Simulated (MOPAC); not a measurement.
MOPAC input (PM7):

```
PM7 PRECISE GNORM=0.05 LET XYZ CHARGE=-1 GEO-OK AUX(PRECISION=9) THREADS=1
C3H10NSi

C     1.20355400 1   -0.10199000 1   -1.48482200 1
Si    0.10400900 1    0.00328400 1   -0.11091000 1
C    -1.63911200 1    0.55203400 1   -0.66917400 1
C    -0.29544900 1   -1.51424400 1    1.02253600 1
N     0.66296700 1    1.15217800 1    1.13674900 1
H     2.24273000 1   -0.40708700 1   -1.36168300 1
H     0.81517500 1   -0.28331000 1   -2.48593200 1
H    -2.07852600 1   -0.17358900 1   -1.36155500 1
H    -2.31353900 1    0.65536000 1    0.18700900 1
H    -1.58824300 1    1.51678100 1   -1.17994800 1
H    -0.91983400 1   -1.25636300 1    1.88923200 1
H     0.63061800 1   -1.96664900 1    1.39390700 1
H    -0.82204700 1   -2.28192300 1    0.44727900 1
H     0.87793300 1    0.76668900 1    2.04712700 1
H     1.44487900 1    1.70406100 1    0.80880800 1
```

Output:

```
 *******************************************************************************
 **                                                                           **
 **                              MOPAC v23.2.5                                **
 **                                                                           **
 *******************************************************************************
 ** MOPAC's Digital Object Identifier: https://doi.org/10.5281/zenodo.6511958 **
 **                                                                           **
 ** Please cite the open-source release paper for use of this MOPAC version:  **
 ** J. E. Moussa and J. J. P. Stewart (2026)                                  **
 ** MOPAC: An open-source semiempirical molecular orbital program             **
 ** J. Open Source Softw., 11(119), 8025, https://doi.org/10.21105/joss.08025 **
 *******************************************************************************

                              PM7 CALCULATION RESULTS

 *******************************************************************************
 *  PM7        - The PM7 Hamiltonian to be used
 *  GEO-OK     - OVERRIDE INTERATOMIC DISTANCE AND OTHER SAFETY CHECKS
 *
 *
 *
 *                 CHARGE ON SYSTEM = -1
 *
 *
 *
 *  LET        - OVERRIDE SOME SAFETY CHECKS
 *  PRECISE    - TIGHTER CRITERIA TO BE USED
 *  XYZ        - CARTESIAN COORDINATE SYSTEM TO BE USED
 *  GNORM      - EXIT WHEN GRADIENT NORM DROPS BELOW 0.050
 *  AUX        - OUTPUT AUXILIARY INFORMATION
 *******************************************************************************
PM7 PRECISE GNORM=0.05 LET XYZ CHARGE=-1 GEO-OK AUX(PRECISION=9) THREADS=1
 C3H10NSi

   ATOM   CHEMICAL          X               Y               Z
  NUMBER   SYMBOL      (ANGSTROMS)     (ANGSTROMS)     (ANGSTROMS)

     1       C          1.20355400  *  -0.10199000  *  -1.48482200  *
     2      Si          0.10400900  *   0.00328400  *  -0.11091000  *
     3       C         -1.63911200  *   0.55203400  *  -0.66917400  *
     4       C         -0.29544900  *  -1.51424400  *   1.02253600  *
     5       N          0.66296700  *   1.15217800  *   1.13674900  *
     6       H          2.24273000  *  -0.40708700  *  -1.36168300  *
     7       H          0.81517500  *  -0.28331000  *  -2.48593200  *
     8       H         -2.07852600  *  -0.17358900  *  -1.36155500  *
     9       H         -2.31353900  *   0.65536000  *   0.18700900  *
    10       H         -1.58824300  *   1.51678100  *  -1.17994800  *
    11       H         -0.91983400  *  -1.25636300  *   1.88923200  *
    12       H          0.63061800  *  -1.96664900  *   1.39390700  *
    13       H         -0.82204700  *  -2.28192300  *   0.44727900  *
    14       H          0.87793300  *   0.76668900  *   2.04712700  *
    15       H          1.44487900  *   1.70406100  *   0.80880800  *

          CARTESIAN COORDINATES

    NO.       ATOM           X           Y           Z

     1         C          1.2036     -0.1020     -1.4848
     2        Si          0.1040      0.0033     -0.1109
     3         C         -1.6391      0.5520     -0.6692
[...]

          SCF CALCULATIONS        =        103

   ATOM   CHEMICAL          X               Y               Z
  NUMBER   SYMBOL      (ANGSTROMS)     (ANGSTROMS)     (ANGSTROMS)

     1       C          1.16680216  *  -0.29805129  *  -1.38352336  *
     2      Si          0.07081448  *  -0.04988723  *  -0.10889523  *
     3       C         -1.61074267  *   0.65601797  *  -0.67999226  *
     4       C         -0.20908725  *  -1.60531971  *   0.96551344  *
     5       N          0.54590207  *   1.20893420  *   1.21628965  *
     6       H          1.94753691  *  -1.02547183  *  -1.35073593  *
     7       H          1.14799960  *   0.26621507  *  -2.28962880  *
     8       H         -2.15265109  *  -0.09852424  *  -1.26178231  *
     9       H         -2.20875245  *   0.94751674  *   0.19217539  *
    10       H         -1.44391098  *   1.53685983  *  -1.31190281  *
    11       H         -0.78984744  *  -1.34270035  *   1.85827217  *
    12       H          0.75912475  *  -2.01733621  *   1.27508657  *
    13       H         -0.74745214  *  -2.36492642  *   0.38701319  *
    14       H          1.42006831  *   0.95239758  *   1.65761762  *
    15       H          0.69946727  *   2.12129822  *   0.80547821  *

                             CARTESIAN COORDINATES

   1    C        1.166802165    -0.298051289    -1.383523361
   2   Si        0.070814482    -0.049887230    -0.108895228
   3    C       -1.610742671     0.656017973    -0.679992265
   4    C       -0.209087247    -1.605319711     0.965513443
   5    N        0.545902065     1.208934200     1.216289650
   6    H        1.947536906    -1.025471826    -1.350735934
   7    H        1.147999598     0.266215067    -2.289628805
   8    H       -2.152651091    -0.098524245    -1.261782305
   9    H       -2.208752450     0.947516744     0.192175390
  10    H       -1.443910976     1.536859829    -1.311902814
  11    H       -0.789847436    -1.342700348     1.858272172
  12    H        0.759124751    -2.017336207     1.275086574
  13    H       -0.747452136    -2.364926421     0.387013187
  14    H        1.420068308     0.952397580     1.657617617
  15    H        0.699467275     2.121298218     0.805478214

           Empirical Formula: C3 H10 N Si  =    15 atoms

      MOLECULAR POINT GROUP   :   Cs

                  EIGENVALUES
 -29.38942 -20.94557 -19.34792 -16.27037 -10.85690  -9.74544  -9.49553  -9.07931
  -8.70010  -8.55431  -7.53629  -6.97052  -6.13867  -5.76386  -4.65938  -1.76101
   6.86541   7.01978   8.41820  10.54985  10.59004  10.63660  10.64308  10.83555
  11.61667  11.65283  12.14145  12.93463  13.65109  14.01850  29.77485  29.94714
  30.81665  31.11469  31.57019

              NET ATOMIC CHARGES AND DIPOLE CONTRIBUTIONS

  ATOM NO.   TYPE          CHARGE      No. of ELECS.   s-Pop       p-Pop       d-Pop
    1          C          -0.863508        4.8635     1.02050     3.84300
    2         Si           0.290403        3.7096     0.77197     2.67100     0.26663
    3          C          -0.541209        4.5412     1.04113     3.50008
    4          C          -0.541225        4.5412     1.04113     3.50009
    5          N          -0.794596        5.7946     1.66205     4.13255
    6          H           0.118267        0.8817     0.88173
    7          H           0.118270        0.8817     0.88173
    8          H           0.127680        0.8723     0.87232
    9          H           0.131651        0.8683     0.86835
   10          H           0.130802        0.8692     0.86920
   11          H           0.131636        0.8684     0.86836
   12          H           0.130782        0.8692     0.86922
   13          H           0.127721        0.8723     0.87228
   14          H           0.216641        0.7834     0.78336
   15          H           0.216684        0.7833     0.78332
 DIPOLE           X         Y         Z       TOTAL
 POINT-CHG.    -2.212    -0.301     1.475     2.676
 HYBRID         0.467     0.432     0.200     0.667
 SUM           -1.745     0.131     1.675     2.422

          ATOMIC ORBITAL ELECTRON POPULATIONS

     Atom    s        px        py        pz      x^2-y^2     xz        z^2       yz        xy
    1  C   1.02050   1.30462   1.36598   1.17240
    2 Si   0.77197   0.94327   0.83648   0.89126   0.05053   0.05207   0.04796   0.07421   0.04185
    3  C   1.04113   1.21390   1.14652   1.13966
    4  C   1.04113   1.13410   1.20195   1.16404
    5  N   1.66205   1.41033   1.23250   1.48971
    6  H   0.88173
    7  H   0.88173
    8  H   0.87232
    9  H   0.86835
   10  H   0.86920
   11  H   0.86836
   12  H   0.86922
   13  H   0.87228
   14  H   0.78336
   15  H   0.78332

 **********************
 *                    *
 * JOB ENDED NORMALLY *
 *                    *
 **********************

 == MOPAC DONE ==
```

The dipole moment of an ion depends on the origin.

The geometry given is a B3LYP-D3(BJ)/def2-TZVP minimum.
